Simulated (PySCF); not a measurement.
H6ClInO2Si2, singlet, geometry from GFN2-xTB (such geometries of metal compounds can be far from the true shape) (all electrons, no relativity), with bond 11-9 at 1.4 times its length; PySCF with SA2-CASSCF(6,5)/STO-3G.

Here is a job for PySCF.
```python
from pyscf import gto, scf, mcscf
import numpy

mol = gto.M(
    atom='''
In   -0.14809668    0.18511946    0.32269948
Cl   -0.33936627    0.19946552    2.59639442
O     0.80863953   -1.20293193   -0.67488859
Si    1.66678536   -2.51938287   -0.29126496
H     2.84335424   -2.15447291    0.51142149
H     2.01693134   -3.00192262   -1.62780618
H     0.84309093   -3.47544323    0.46299222
O    -0.92945398    1.55322213   -0.84055051
Si   -0.88235888    1.67157730   -2.46080700
H     0.49956613    1.81296468   -2.94770418
H    -1.97313706    3.40238162   -2.64918764
H    -1.53094743    0.51619750   -3.10199777
''',
    basis='sto-3g',
    verbose=4,
)

mf = scf.RHF(mol)
mf.kernel()
mc = mcscf.CASSCF(mf, 5, 6)
mc.fix_spin_(ss=0.0)
mc = mc.state_average_([0.5, 0.5])
mc.kernel()
```

**Question.** Write the output that PySCF gives for this input, abridged.

**Answer.** 
```
PySCF version 2.14.0

[INPUT] verbose = 4
[INPUT] num. atoms = 12
[INPUT] num. electrons = 116
[INPUT] charge = 0
[INPUT] spin (= nelec alpha-beta = 2S) = 0
[INPUT] symmetry False subgroup None
[INPUT] Mole.unit = angstrom
[INPUT] Symbol           X                Y                Z      unit          X                Y                Z       unit  Magmom
[...]
nuclear repulsion = 950.697935406989
number of shells = 38
number of NR pGTOs = 210
number of NR cGTOs = 70
basis = sto-3g
ecp = {}

******** <class 'pyscf.scf.hf.RHF'> ********
method = RHF
initial guess = minao
damping factor = 0
level_shift factor = 0
DIIS = <class 'pyscf.scf.diis.CDIIS'>
diis_start_cycle = 1
diis_space = 8
diis_damp = 0
SCF conv_tol = 1e-09
SCF conv_tol_grad = None
SCF max_cycles = 50
direct_scf = True
direct_scf_tol = 1e-13
Set gradient conv threshold to 3.16228e-05
Initial guess from minao.
init E= -6843.69930642643
[...]
cycle= 1 E= -6859.64199117481  delta_E= -15.9  |g|= 0.75  |ddm|= 4.11
[...]
cycle= 2 E= -6859.85406010163  delta_E= -0.212  |g|= 0.356  |ddm|= 1.78
[...]
cycle= 3 E= -6859.90040375252  delta_E= -0.0463  |g|= 0.057  |ddm|= 0.595
[...]
cycle= 4 E= -6859.90246860585  delta_E= -0.00206  |g|= 0.0114  |ddm|= 0.14
[...]
cycle= 5 E= -6859.90258506825  delta_E= -0.000116  |g|= 0.00283  |ddm|= 0.0382
[...]
cycle= 6 E= -6859.9025923602  delta_E= -7.29e-06  |g|= 0.000968  |ddm|= 0.00939
[...]
cycle= 7 E= -6859.90259299535  delta_E= -6.35e-07  |g|= 0.000345  |ddm|= 0.00246
[...]
cycle= 8 E= -6859.9025931136  delta_E= -1.18e-07  |g|= 8.4e-05  |ddm|= 0.00127
[...]
cycle= 9 E= -6859.90259312411  delta_E= -1.05e-08  |g|= 1.86e-05  |ddm|= 0.000452
[...]
cycle= 10 E= -6859.9025931246  delta_E= -4.97e-10  |g|= 3.48e-06  |ddm|= 0.000105
[...]
Extra cycle  E= -6859.90259312459  delta_E= 1.64e-11  |g|= 1.61e-06  |ddm|= 9.57e-06
converged SCF energy = -6859.90259312459

******** <class 'pyscf.mcscf.addons.StateAverageCASSCF'> ********
CAS (3e+3e, 5o), ncore = 55, nvir = 10
max_cycle_macro = 50
max_cycle_micro = 4
conv_tol = 1e-07
conv_tol_grad = None
orbital rotation max_stepsize = 0.02
orbital rotation threshold for CI restart = 0.01
augmented hessian ah_max_cycle = 30
augmented hessian ah_conv_tol = 1e-12
augmented hessian ah_linear dependence = 1e-14
augmented hessian ah_level shift = 1e-08
augmented hessian ah_start_tol = 2.5
augmented hessian ah_start_cycle = 3
augmented hessian ah_grad_trust_region = 3
kf_trust_region = 3
kf_interval = 4
ci_response_space = 4
ci_grad_trust_region = 3
with_dep4 0
natorb = False
canonicalization = True
sorting_mo_energy = False
ao2mo_level = 2
internal_rotation = False
******** <class 'pyscf.mcscf.addons.StateAverageSpinPenaltyFCISolver'> ********
max. cycles = 50
conv_tol = 1e-08
davidson only = True
linear dependence = 1e-12
level shift = 0.001
max iter space = 12
nroots = 2
pspace_size = 400
spin = None
State-average over 2 states with weights [0.5, 0.5]
CASCI E = -6859.76696692254  S^2 = 0.0000000
Set conv_tol_grad to 0.000316228
macro iter   1 ( 21 JK    4 micro), CASSCF E = -6859.79724220430  dE = -3.02752818e-02  S^2 = 0.0000000
               |grad[o]|=0.126  |ddm|=0.167  |maxRot[o]|=0.257
macro iter   2 ( 21 JK    4 micro), CASSCF E = -6859.80868716896  dE = -1.14449647e-02  S^2 = 0.0000000
               |grad[o]|=0.0719  |ddm|=0.0354  |maxRot[o]|=0.254
macro iter   3 ( 21 JK    4 micro), CASSCF E = -6859.81172379442  dE = -3.03662547e-03  S^2 = 0.0000000
               |grad[o]|=0.0328  |ddm|=0.0242  |maxRot[o]|=0.253
macro iter   4 ( 21 JK    4 micro), CASSCF E = -6859.81284671720  dE = -1.12292277e-03  S^2 = 0.0000000
               |grad[o]|=0.0155  |ddm|=0.0163  |maxRot[o]|=0.128
macro iter   5 ( 21 JK    4 micro), CASSCF E = -6859.81306914062  dE = -2.22423425e-04  S^2 = 0.0000000
               |grad[o]|=0.00787  |ddm|=0.0518  |maxRot[o]|=0.112
macro iter   6 ( 21 JK    4 micro), CASSCF E = -6859.81406113281  dE = -9.91992182e-04  S^2 = 0.0000000
               |grad[o]|=0.00695  |ddm|=0.0557  |maxRot[o]|=0.182
macro iter   7 ( 21 JK    4 micro), CASSCF E = -6859.81484328094  dE = -7.82148139e-04  S^2 = 0.0000000
               |grad[o]|=0.00867  |ddm|=0.0518  |maxRot[o]|=0.128
macro iter   8 ( 17 JK    4 micro), CASSCF E = -6859.81562098529  dE = -7.77704345e-04  S^2 = 0.0000000
               |grad[o]|=0.00743  |ddm|=0.0697  |maxRot[o]|=0.0842
macro iter   9 (  7 JK    2 micro), CASSCF E = -6859.81609108842  dE = -4.70103127e-04  S^2 = 0.0000000
               |grad[o]|=0.00601  |ddm|=0.0436  |maxRot[o]|=0.0653
macro iter  10 ( 16 JK    4 micro), CASSCF E = -6859.81615816978  dE = -6.70813588e-05  S^2 = 0.0000000
               |grad[o]|=0.00529  |ddm|=0.0554  |maxRot[o]|=0.0874
macro iter  11 (  7 JK    2 micro), CASSCF E = -6859.81650887683  dE = -3.50707052e-04  S^2 = 0.0000000
               |grad[o]|=0.00485  |ddm|=0.0192  |maxRot[o]|=0.0684
macro iter  12 (  6 JK    2 micro), CASSCF E = -6859.81671562615  dE = -2.06749327e-04  S^2 = 0.0000000
               |grad[o]|=0.00435  |ddm|=0.0278  |maxRot[o]|=0.0499
macro iter  13 ( 15 JK    4 micro), CASSCF E = -6859.81670678957  dE =  8.83657958e-06  S^2 = 0.0000000
               |grad[o]|=0.00393  |ddm|=0.0482  |maxRot[o]|=0.113
macro iter  14 ( 21 JK    4 micro), CASSCF E = -6859.81684206916  dE = -1.35279583e-04  S^2 = 0.0000000
               |grad[o]|=0.00402  |ddm|=0.0142  |maxRot[o]|=0.0466
macro iter  15 ( 21 JK    4 micro), CASSCF E = -6859.81690373564  dE = -6.16664820e-05  S^2 = 0.0000000
               |grad[o]|=0.00352  |ddm|=0.0257  |maxRot[o]|=0.0188
macro iter  16 (  7 JK    2 micro), CASSCF E = -6859.81709735610  dE = -1.93620455e-04  S^2 = 0.0000000
               |grad[o]|=0.00315  |ddm|=0.00974  |maxRot[o]|=0.0517
macro iter  17 (  6 JK    2 micro), CASSCF E = -6859.81722045554  dE = -1.23099440e-04  S^2 = 0.0000000
               |grad[o]|=0.00279  |ddm|=0.0162  |maxRot[o]|=0.0429
macro iter  18 ( 15 JK    4 micro), CASSCF E = -6859.81709512523  dE =  1.25330307e-04  S^2 = 0.0000000
               |grad[o]|=0.00254  |ddm|=0.0349  |maxRot[o]|=0.104
macro iter  19 ( 21 JK    4 micro), CASSCF E = -6859.81714945069  dE = -5.43254646e-05  S^2 = 0.0000000
               |grad[o]|=0.00297  |ddm|=0.00873  |maxRot[o]|=0.0233
macro iter  20 ( 21 JK    4 micro), CASSCF E = -6859.81715415406  dE = -4.70336272e-06  S^2 = 0.0000000
               |grad[o]|=0.00247  |ddm|=0.012  |maxRot[o]|=0.0165
macro iter  21 (  7 JK    2 micro), CASSCF E = -6859.81731906477  dE = -1.64910711e-04  S^2 = 0.0000000
               |grad[o]|=0.00221  |ddm|=0.00528  |maxRot[o]|=0.0508
macro iter  22 (  7 JK    2 micro), CASSCF E = -6859.81743638694  dE = -1.17322172e-04  S^2 = 0.0000000
               |grad[o]|=0.00188  |ddm|=0.0105  |maxRot[o]|=0.0595
macro iter  23 ( 15 JK    4 micro), CASSCF E = -6859.81722908203  dE =  2.07304909e-04  S^2 = 0.0000000
               |grad[o]|=0.00162  |ddm|=0.0224  |maxRot[o]|=0.108
macro iter  24 ( 21 JK    4 micro), CASSCF E = -6859.81724615627  dE = -1.70742442e-05  S^2 = 0.0000000
               |grad[o]|=0.00206  |ddm|=0.00416  |maxRot[o]|=0.0115
macro iter  25 (  7 JK    2 micro), CASSCF E = -6859.81736242934  dE = -1.16273068e-04  S^2 = 0.0000000
               |grad[o]|=0.00175  |ddm|=0.00232  |maxRot[o]|=0.0368
macro iter  26 (  7 JK    2 micro), CASSCF E = -6859.81747337915  dE = -1.10949810e-04  S^2 = 0.0000000
               |grad[o]|=0.00149  |ddm|=0.00477  |maxRot[o]|=0.0507
macro iter  27 (  6 JK    2 micro), CASSCF E = -6859.81752024865  dE = -4.68694943e-05  S^2 = 0.0000000
               |grad[o]|=0.00122  |ddm|=0.00837  |maxRot[o]|=0.0425
macro iter  28 (  9 JK    3 micro), CASSCF E = -6859.81749512190  dE =  2.51267493e-05  S^2 = 0.0000000
               |grad[o]|=0.00106  |ddm|=0.011  |maxRot[o]|=0.0489
macro iter  29 ( 21 JK    4 micro), CASSCF E = -6859.81749911821  dE = -3.99631335e-06  S^2 = 0.0000000
               |grad[o]|=0.00105  |ddm|=0.00496  |maxRot[o]|=0.00414
macro iter  30 (  7 JK    2 micro), CASSCF E = -6859.81753933915  dE = -4.02209398e-05  S^2 = 0.0000000
               |grad[o]|=0.000889  |ddm|=0.00335  |maxRot[o]|=0.0368
macro iter  31 (  5 JK    2 micro), CASSCF E = -6859.81755110251  dE = -1.17633581e-05  S^2 = 0.0000000
               |grad[o]|=0.000706  |ddm|=0.00499  |maxRot[o]|=0.0206
macro iter  32 (  9 JK    3 micro), CASSCF E = -6859.81754550577  dE =  5.59673481e-06  S^2 = 0.0000000
               |grad[o]|=0.000648  |ddm|=0.00809  |maxRot[o]|=0.029
macro iter  33 ( 21 JK    4 micro), CASSCF E = -6859.81754730549  dE = -1.79971448e-06  S^2 = 0.0000000
               |grad[o]|=0.000617  |ddm|=0.00444  |maxRot[o]|=0.00487
macro iter  34 (  6 JK    2 micro), CASSCF E = -6859.81756125903  dE = -1.39535478e-05  S^2 = 0.0000000
               |grad[o]|=0.000481  |ddm|=0.00234  |maxRot[o]|=0.0253
macro iter  35 (  9 JK    3 micro), CASSCF E = -6859.81753967751  dE =  2.15815289e-05  S^2 = 0.0000000
               |grad[o]|=0.00039  |ddm|=0.00384  |maxRot[o]|=0.0375
macro iter  36 ( 21 JK    4 micro), CASSCF E = -6859.81753934480  dE =  3.32709533e-07  S^2 = 0.0000000
               |grad[o]|=0.000528  |ddm|=0.00131  |maxRot[o]|=0.00255
macro iter  37 ( 25 JK    4 micro), CASSCF E = -6859.81755164363  dE = -1.22988295e-05  S^2 = 0.0000000
               |grad[o]|=0.000452  |ddm|=0.000521  |maxRot[o]|=0.0128
macro iter  38 (  7 JK    2 micro), CASSCF E = -6859.81756276155  dE = -1.11179215e-05  S^2 = 0.0000000
               |grad[o]|=0.000355  |ddm|=0.000743  |maxRot[o]|=0.0177
macro iter  39 (  5 JK    2 micro), CASSCF E = -6859.81756683594  dE = -4.07439438e-06  S^2 = 0.0000000
               |grad[o]|=0.000269  |ddm|=0.0017  |maxRot[o]|=0.0141
macro iter  40 ( 12 JK    4 micro), CASSCF E = -6859.81755166584  dE =  1.51700970e-05  S^2 = 0.0000000
               |grad[o]|=0.000238  |ddm|=0.00413  |maxRot[o]|=0.0357
macro iter  41 ( 21 JK    4 micro), CASSCF E = -6859.81755138280  dE =  2.83040208e-07  S^2 = 0.0000000
               |grad[o]|=0.000345  |ddm|=0.000438  |maxRot[o]|=0.00341
macro iter  42 ( 25 JK    4 micro), CASSCF E = -6859.81756068347  dE = -9.30066108e-06  S^2 = 0.0000000
               |grad[o]|=0.000301  |ddm|=0.000403  |maxRot[o]|=0.0125
macro iter  43 (  7 JK    2 micro), CASSCF E = -6859.81756771010  dE = -7.02663328e-06  S^2 = 0.0000000
               |grad[o]|=0.000214  |ddm|=0.000502  |maxRot[o]|=0.0177
macro iter  44 (  9 JK    3 micro), CASSCF E = -6859.81755518798  dE =  1.25221195e-05  S^2 = 0.0000000
               |grad[o]|=0.000157  |ddm|=0.00176  |maxRot[o]|=0.0265
macro iter  45 ( 21 JK    4 micro), CASSCF E = -6859.81755529740  dE = -1.09422217e-07  S^2 = 0.0000000
               |grad[o]|=0.000302  |ddm|=0.000212  |maxRot[o]|=0.00253
macro iter  46 (  6 JK    2 micro), CASSCF E = -6859.81756601675  dE = -1.07193491e-05  S^2 = 0.0000000
               |grad[o]|=0.00025  |ddm|=0.000385  |maxRot[o]|=0.0194
macro iter  47 (  3 JK    1 micro), CASSCF E = -6859.81756873921  dE = -2.72245506e-06  S^2 = 0.0000000
               |grad[o]|=0.000145  |ddm|=0.000264  |maxRot[o]|=0.0125
macro iter  48 (  5 JK    1 micro), CASSCF E = -6859.81756898673  dE = -2.47528078e-07  S^2 = 0.0000000
               |grad[o]|=0.000107  |ddm|=0.000219  |maxRot[o]|=0.00367
macro iter  49 (  4 JK    1 micro), CASSCF E = -6859.81756903699  dE = -5.02604962e-08  S^2 = 0.0000000
               |grad[o]|=7.36e-05  |ddm|=0.00018  |maxRot[o]|=0.000825
1-step CASSCF converged in  49 macro (655 JK 149 micro) steps
CASSCF canonicalization
Density matrix diagonal elements [1.59275262 1.85493553 1.97639262 0.30341301 0.27250621]
CASSCF energy = -6859.81756903699
CASCI E = -6859.81756903699  E(CI) = -7.74924286879741  S^2 = 0.0000000
CASCI state-averaged energy = -6859.81756903699
CASCI energy for each state
  State 0 weight 0.5  E = -6859.92181288746 S^2 = 0.0000000
  State 1 weight 0.5  E = -6859.71332518653 S^2 = 0.0000000
```
